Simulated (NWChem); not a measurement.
System meant: C₃H₇BO; SMILES CB(C)C=O

The following NWChem deck was run.

```
start job
memory heap 200 mb stack 700 mb global 900 mb
geometry units angstroms noautosym nocenter noautoz
  C      1.389525    -1.169024    -0.035764
  B     -0.007431    -0.473607     0.145810
  C     -1.378132    -1.202101    -0.093071
  C     -0.019769     1.079364     0.470334
  O     -0.015515     1.819393    -0.512271
  H      2.166545    -0.841073     0.685016
  H      1.348001    -2.275586    -0.071441
  H      1.749420    -0.824142    -1.034943
  H     -2.163443    -0.542580    -0.514333
  H     -1.300469    -2.130208    -0.694071
  H     -1.746663    -1.505505     0.916806
  H     -0.012757     1.527393     1.519999
end
basis spherical
  * library def2-svp
end
dft
  xc xtpss03 ctpss03
  iterations 150
end
property
  shielding
end
task dft property
```

End of the output:

```
 Vector   22  Occ=0.000000D+00  E= 4.365249D-02
              MO Center= -5.6D-02, -1.2D+00,  2.1D-01, r^2= 7.3D+00
   Bfn.  Coefficient  Atom+Function         Bfn.  Coefficient  Atom+Function
  ----- ------------  ---------------      ----- ------------  ---------------
    31      1.854549   3 C  s                 3      1.786841   1 C  s
    17     -1.245641   2 B  s                97     -0.843338  11 H  s
    72     -0.648732   6 H  s                92     -0.646031  10 H  s
    77     -0.636129   7 H  s                82     -0.636381   8 H  s
    45      0.618005   4 C  s                87     -0.516734   9 H  s

 center of mass
 --------------
 x =  -0.01050696 y =   0.04700182 z =  -0.04523768

 moments of inertia (a.u.)
 ------------------
         470.897505943731           0.169414491502          -3.245301288306
           0.169414491502         277.688014852553          16.166448859009
          -3.245301288306          16.166448859009         658.234456877928

     Multipole analysis of the density
     ---------------------------------

     L   x y z        total         alpha         beta         nuclear
     -   - - -        -----         -----         ----         -------
     0   0 0 0     -0.000000    -19.000000    -19.000000     38.000000

     1   1 0 0      0.006086      0.164517      0.164517     -0.322949
     1   0 1 0     -0.797595      1.637532      1.637532     -4.072658
     1   0 0 1      0.547673      0.758637      0.758637     -0.969601

     2   2 0 0    -22.345887    -86.127630    -86.127630    149.909372
     2   1 1 0      0.085498     -0.100256     -0.100256      0.286010
     2   1 0 1     -0.327424     -0.959459     -0.959459      1.591494
     2   0 2 0    -26.045647   -133.474373   -133.474373    240.903098
     2   0 1 1      1.675667      2.078831      2.078831     -2.481996
     2   0 0 2    -22.875600    -27.570562    -27.570562     32.265525

          -----------------------------------------
          Chemical Shielding Tensors (GIAO, in ppm)
          -----------------------------------------

 ------------------------------------------------------------------------
  xtpss03: d2 not coded                    0
 ------------------------------------------------------------------------
 ------------------------------------------------------------------------
  current input line :
    27: task dft property
 ------------------------------------------------------------------------
 ------------------------------------------------------------------------
 This error has not yet been assigned to a category
 ------------------------------------------------------------------------
 For more information see the NWChem manual at https://nwchemgit.github.io

0: xtpss03: d2 not coded:Received an Error in Communication
```

Question: Find the fault in this run and fix the input.

Answer: The program stopped with an error. Cause: this functional's second derivatives, which shieldings need, aren't coded here; the fix takes a hybrid GGA instead. This input runs:
```
start job
memory heap 200 mb stack 700 mb global 900 mb
geometry units angstroms noautosym nocenter noautoz
  C      1.389525    -1.169024    -0.035764
  B     -0.007431    -0.473607     0.145810
  C     -1.378132    -1.202101    -0.093071
  C     -0.019769     1.079364     0.470334
  O     -0.015515     1.819393    -0.512271
  H      2.166545    -0.841073     0.685016
  H      1.348001    -2.275586    -0.071441
  H      1.749420    -0.824142    -1.034943
  H     -2.163443    -0.542580    -0.514333
  H     -1.300469    -2.130208    -0.694071
  H     -1.746663    -1.505505     0.916806
  H     -0.012757     1.527393     1.519999
end
basis spherical
  C library def2-svp
  B library def2-svp
  O library def2-svp
  H library def2-svp
end
dft
  xc pbe0
  iterations 150
end
property
  shielding
end
task dft property
```
It converges to -218.16655 Ha (PBE0/def2-SVP, GIAO).
